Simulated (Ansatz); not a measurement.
Si$_{2}$H$_{8}$O$_{3}$F$_{2}$, singlet: at the end structure of a reaction step.

The input file, in.yaml:

```yaml
crystal:
  periodic: [false, false, false]
  atoms:
    - {symbol: Si, position_ang: [-1.888502, 0.131231, -0.284115]}
    - {symbol: Si, position_ang: [2.357728, -0.603250, -0.762876]}
    - {symbol: F, position_ang: [-1.234459, -0.109257, -1.700331]}
    - {symbol: F, position_ang: [-1.741560, -1.214551, 0.518139]}
    - {symbol: O, position_ang: [-3.424859, 0.585049, -0.465607]}
    - {symbol: H, position_ang: [0.488707, 0.596647, 1.666199]}
    - {symbol: O, position_ang: [-1.091474, 1.237632, 0.584450]}
    - {symbol: H, position_ang: [1.271857, -1.554769, -0.420046]}
    - {symbol: O, position_ang: [1.270603, 0.144463, 2.004715]}
    - {symbol: H, position_ang: [2.843614, -0.944028, -2.130319]}
    - {symbol: H, position_ang: [1.841271, 0.786908, -0.798263]}
    - {symbol: H, position_ang: [3.491447, -0.728628, 0.182055]}
    - {symbol: H, position_ang: [-3.964202, 0.171211, -1.140770]}
    - {symbol: H, position_ang: [-1.157056, 2.162045, 0.340226]}
    - {symbol: H, position_ang: [0.936984, -0.660801, 2.406440]}
basis:
  gaussian: {orbitals: def2-TZVPP}
hamiltonian: {xc: pbe0, dispersion: d4}
output: {orbitals: {seedname: orbitals}}
```

Launched with

```bash
ansatz run in.yaml --threads 4 --pin off --events-out ev --progress --plain --max-ram 66560MiB --backend cuda --devices 0, --max-vram 37GiB
```

What Ansatz 0.2.0 printed:

```
Functional definition: PBE0
  name "PBE0"
  cite "Adamo & Barone, J. Chem. Phys. 110, 6158 (1999) doi:10.1063/1.478522"
  cite "Perdew, Burke & Ernzerhof, Phys. Rev. Lett. 77, 3865 (1996) doi:10.1103/PhysRevLett.77.3865"
  parent pbe
  parameter a = 0.25
  parameter kappa = 0.804
  parameter beta = 0.06672455060314922
  exchange = (1 - a)*pbe_x(kappa = kappa, mu = beta*pi^2/3) + a*exact_x
  correlation = pbe_c(beta = beta)
1819 factors; their error is unknown
mean field evaluation 1: about -27441.9665 eV, gradient 9.2e1 eV
mean field evaluation 2: about -27428.4881 eV, gradient 1.3e2 eV
mean field evaluation 4: about -27454.3120 eV, gradient 5.0e0 eV
mean field evaluation 8: about -27454.3430 eV, gradient 8.0e-2 eV
mean field evaluation 16: about -27454.4116 eV, gradient 4.0e-5 eV
mean field -27454.41162691 eV, -1008.9310180202 hartree, gradient 4.0e-5 eV, S^2 0.000000; 0 other end points of the search recorded, 0 dependent functions left out
reference -27454.41166451 eV, -1008.9310194023 hartree; 39, 39 occupied and 312, 312 virtual orbitals, 1819 factors
Total energy: -27454.66953335 eV, -1008.9404959071 hartree
```

The lines “mean field evaluation” count trial sets of orbitals through the whole run, from several starts and some on an approximate energy, so they need not fall steadily or lie above the final value.

The run took 6.5 s on 4 CPU threads of an AMD EPYC 7R13 and a share of one NVIDIA H100 (shared host), with 0.85 GiB of host memory at its peak.
